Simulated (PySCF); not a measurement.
# Frontier levels across methods

Compound: C₃H₅AlO₂.
Geometry (PBE0-D3(BJ)/def2-SVP, Å), atoms numbered from 1 in this order:
```
atom  x, y, z in Å
C1     1.3525    0.4208    0.0016
C2     1.0523   -0.9253    0.2261
O3    -0.1082   -1.4301    0.2451
Al4   -1.7341   -0.5387   -0.0115
O5    -0.8987    1.1171   -0.2651
C6     0.3434    1.3591   -0.2317
H7     2.3927    0.7446    0.0077
H8     1.8848   -1.6284    0.4044
H9    -2.3741   -1.0135   -1.3841
H10   -2.5322   -0.5107    1.3603
H11    0.6324    2.4105   -0.4049
```

Basis pcSseg-2 throughout (PySCF), one geometry. Geometry: PBE0-D3(BJ)/def2-SVP; no solvent, vibrations or thermal averaging.

Q: How do the orbital energies, the gap and the dipole change with the method?

A: 
| method | kind | HOMO (eV) | LUMO (eV) | gap (eV) | μ (D) | SCF cycles |
| --- | --- | --- | --- | --- | --- | --- |
| BLYP | GGA | -6.10 | -3.27 | 2.84 | 4.10 | 17 |
| OPBE | GGA | -6.17 | -3.29 | 2.88 | 3.95 | 16 |
| B97-D | GGA | -6.21 | -3.31 | 2.89 | 4.15 | 16 |
| PBE | GGA | -6.21 | -3.40 | 2.81 | 4.02 | 16 |
| KT2 | GGA | -6.24 | -3.33 | 2.91 | 4.01 | 16 |
| KT3 | GGA | -6.28 | -3.31 | 2.96 | 3.99 | 16 |
| LDA | LDA | -6.28 | -3.66 | 2.62 | 4.08 | 15 |
| BP86 | GGA | -6.31 | -3.49 | 2.82 | 4.08 | 15 |
| B97-2 | global hybrid | -7.13 | -2.53 | 4.60 | 4.26 | 14 |
| B3LYP | global hybrid | -7.18 | -2.71 | 4.47 | 4.28 | 14 |
| PBE0 | global hybrid | -7.35 | -2.48 | 4.87 | 4.25 | 14 |
| mPW1PW91 | global hybrid | -7.38 | -2.50 | 4.88 | 4.27 | 13 |
| BHandHLYP | global hybrid | -8.42 | -1.43 | 6.99 | 4.52 | 12 |
| CAM-B3LYP | range-separated hybrid | -8.67 | -1.38 | 7.28 | 4.37 | 13 |
| wB97X-D | range-separated hybrid | -9.19 | -0.69 | 8.50 | 4.33 | 14 |
| LC-wPBE | range-separated hybrid | -9.95 | -0.28 | 9.67 | 4.35 | 13 |
| HF | Hartree–Fock | -10.02 | 1.31 | 11.33 | 4.85 | 10 |

The HOMO spans 3.92 eV, from BLYP down to HF, and the gap runs from 2.62 eV (LDA) to 11.33 eV (HF). Over the methods BLYP (0 %), OPBE (0 %), B97-D (0 %), PBE (0 %), KT2 (0 %), KT3 (0 %), LDA (0 %), BP86 (0 %), B97-2 (21 %), B3LYP (20 %), PBE0 (25 %), mPW1PW91 (25 %), BHandHLYP (50 %), HF (100 %), a straight line through the gap against the share of exact exchange rises by 0.84 eV for each 10 % (correlation coefficient 0.999). The dipole ranges from 3.95 D (OPBE) to 4.85 D (HF). This basis has no diffuse functions.

The vertical ΔSCF ionisation energy at CAM-B3LYP/def2-SVPD is 9.50 eV; −ε(HOMO) comes closest to it with wB97X-D (9.19 eV).
